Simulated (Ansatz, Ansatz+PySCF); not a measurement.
```yaml
atoms:
  - { symbol: C, position_ang: [-0.0098, -0.4102, -0.0535] }
  - { symbol: O, position_ang: [-0.0017, -0.3926, 1.1441] }
  - { symbol: N, position_ang: [-0.0041, 0.6814, -0.8453] }
  - { symbol: H, position_ang: [0.0070, -1.3582, -0.6472] }
  - { symbol: H, position_ang: [0.0098, 0.5952, -1.8611] }
  - { symbol: H, position_ang: [-0.0077, 1.6074, -0.4321] }
```

Basis set: def2-SVP (spherical functions). Left uncorrelated: 3 orbitals. Charge 0, multiplicity 1.

Computed with Ansatz (development build ahead of 0.2.0); each method stands on the lowest determinant of its kind that the runs found. Restricted open shells among the atoms or ions are ROHF, correlated in semicanonical orbitals with singles.

(1) Give the atomization energy at this shape (free ground-state atoms in the same class of orbitals less the molecule, no zero-point energy) of singlet CH3NO by RHF-CCSD(T), RHF-MP2, UHF-MP2, RHF, UHF.

Answers

(1)

| method | atomization energy |
| --- | --- |
| RHF-CCSD(T) | 23.10 eV |
| RHF-MP2 | 23.61 eV |
| UHF-MP2 | 23.58 eV |
| RHF | 16.85 eV |
| UHF | 16.51 eV |
